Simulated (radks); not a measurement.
Valence configurations of the platinum ion Pt+ (all share [Xe]). Calculated with a radial shooting solver on a logarithmic mesh with Libxc functionals: Dirac Kohn-Sham, PBE, spin-unpolarised, spherical densities, finite nucleus; open shells are shared between the two j in proportion to 2j + 1; Fermi nuclear charge, rms radius 5.427 fm. Energies are relative to 4f14 5d9; eigenvalues in eV.

valence           E (eV)  e(4f5/2)  e(4f7/2)  e(5d3/2)  e(5d5/2)  e(6p1/2)
4f14 5d9           0.000   -79.994   -76.541   -15.152   -13.781         -
4f14 5d8 6s1       1.991   -83.197   -79.742   -17.389   -15.934         -
4f14 5d8 6p1       8.688   -84.882   -81.427   -18.955   -17.477    -8.997
4f14 5d7 6p2      19.701   -89.941   -86.485   -22.757   -21.171   -10.513
4f13.5 5d9 6s0.5  34.169   -87.066   -83.554   -16.869   -15.385         -
4f13.5 5d8.5 6p1  42.326   -90.456   -86.944   -19.646   -18.097    -9.034
4f13 5d10         68.599   -90.997   -87.427   -16.293   -14.781         -
4f13 5d9 6p1      78.436   -96.126   -92.556   -20.336   -18.715    -9.067
4f12 5d9 6p2      171.92   -113.20   -109.51   -25.902   -24.028   -10.725
4f11 5d10 6p2     263.51   -125.36   -121.55   -27.464   -25.444   -10.813

NIST lists [Xe] 4f14 5d9 as the ground configuration; this level of theory agrees among the configurations tried. The energies are those of spherical spin-averaged densities, not of single terms.
